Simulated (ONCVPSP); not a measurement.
**Logarithmic derivatives: titanium (Ti), ONCV**

titanium, optimised norm-conserving Vanderbilt (ONCV), made with ONCVPSP 4.0.1 (PBE, scalar-relativistic). Core [Ne], reference 3s2 3p6 3d2 4s1 (charge +1). Waves: 3s+4s: rc 1.95 bohr, ncon 4, nbas 8, qcut 7.8 1/bohr, 3 projectors, debl 0.8 Ha; 3p: rc 1.65 bohr, ncon 4, nbas 7, qcut 9.2 1/bohr, 2 projectors, debl 0.6 Ha; 3d: rc 2.50 bohr, ncon 4, nbas 8, qcut 6.1 1/bohr, 2 projectors, debl 1.3 Ha. Local part: polynomial inside 1.25 bohr (lpopt 5, dvloc0 4 Ha). Core correction: none.

In the p channel the program set the typed energies aside and used -1.696, 0.250 Ha.

The phase is arctan(r·R′/R) of the radial function R(r), unwrapped; energies in Ha, scanned from -4 to 5 Ha. A pole is an energy at which the radial function vanishes at the test radius. The pseudo phase is shifted by a multiple of π to meet the all-electron one at the reference energy, and phase errors are pseudo minus all-electron; the curves can meet again beyond the range given. Levels narrower than the energy grid can be missing from the lists of poles.

**Question.** For each channel, where are the poles, and over which energies does the pseudopotential scatter like the atom?

**Answer.**

```json
{"channel": "s", "radius (bohr)": "1.97", "reference energy (Ha)": "-0.38", "poles, all-electron": "-2.43, 3.22", "poles, pseudo": "-2.43, 3.22", "unbroken range about the reference energy with phases within 0.05 rad": "the whole range", "phase error 1 Ha above the reference energy (rad)": "+0.000"}
{"channel": "p", "radius (bohr)": "1.68", "reference energy (Ha)": "-1.70", "poles, all-electron": "-1.17", "poles, pseudo": "-1.17", "unbroken range about the reference energy with phases within 0.05 rad": "the whole range", "phase error 1 Ha above the reference energy (rad)": "-0.000"}
{"channel": "d", "radius (bohr)": "2.54", "reference energy (Ha)": "-0.42", "poles, all-electron": "-0.27, 2.21", "poles, pseudo": "-0.27, 2.25", "unbroken range about the reference energy with phases within 0.05 rad": "below 3.1", "phase error 1 Ha above the reference energy (rad)": "+0.002"}
```

Phases in the s channel:

| E (Ha) | all-electron | pseudo |
| --- | --- | --- |
| -3.98 | 1.276 | 1.276 |
| -3.50 | 1.208 | 1.208 |
| -3.02 | 0.975 | 0.975 |
| -2.54 | -1.422 | -1.422 |
| -2.06 | -1.770 | -1.770 |
| -1.58 | -1.899 | -1.899 |
| -1.10 | -2.048 | -2.048 |
| -0.62 | -2.319 | -2.319 |
| -0.14 | -2.956 | -2.956 |
| 0.34 | -3.835 | -3.835 |
| 0.82 | -4.266 | -4.266 |
| 1.30 | -4.454 | -4.454 |
| 1.78 | -4.556 | -4.556 |
| 2.26 | -4.623 | -4.623 |
| 2.74 | -4.672 | -4.672 |
| 3.22 | -4.712 | -4.713 |
| 3.70 | -4.750 | -4.750 |
| 4.18 | -4.788 | -4.789 |
| 4.66 | -4.833 | -4.834 |
